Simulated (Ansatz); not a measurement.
Reaction (cleavage of the Si–Si bond): `F[Si]1([SiH3])[O][GeH2]1` + `NBS` → `[SiH3]NBS` + `F[SiH]1[O][GeH2]1`

Gas-phase electronic energies from Ansatz, PBE0-D4/def2-TZVP geometries. CCSD(T)/CBS adds triple-zeta CCSD(T) − MP2 to the extrapolated MP2 energy (def2 sets, frozen cores). Functionals use def2-TZVPP. For Ge outer-core shells are correlated without core-valence functions, which leaves a few kJ/mol of doubt a bond. Scalar relativity is left out up to krypton. One conformer a species, not always the lowest.

CCSD(T)/CBS gives -9.4 kcal/mol.

Problem. Another level gave -8.7 kcal/mol. Which?
A. ωB97X-V/def2-TZVPP
B. HF/def2-TZVPP
C. SCS-MP2/def2-TZVPP
D. PBE0-D4/def2-TZVPP

Solution. A. ωB97X-V -8.7, PBE0-D4 -5.7, HF/def2-TZVPP -13.6, SCS-MP2/def2-TZVPP -12.2 kcal/mol.

Largest T1 diagnostic among the species: 0.015.

From PBE to PBE0 (25 % exact exchange), in def2-TZVPP and without D4, ΔE moves by −1.9 kcal/mol. In def2-TZVPP, CCSD(T) changes the Hartree–Fock value by +3.8 kcal/mol (the triples alone add +0.6 kcal/mol) and MP2 by +2.0 kcal/mol.
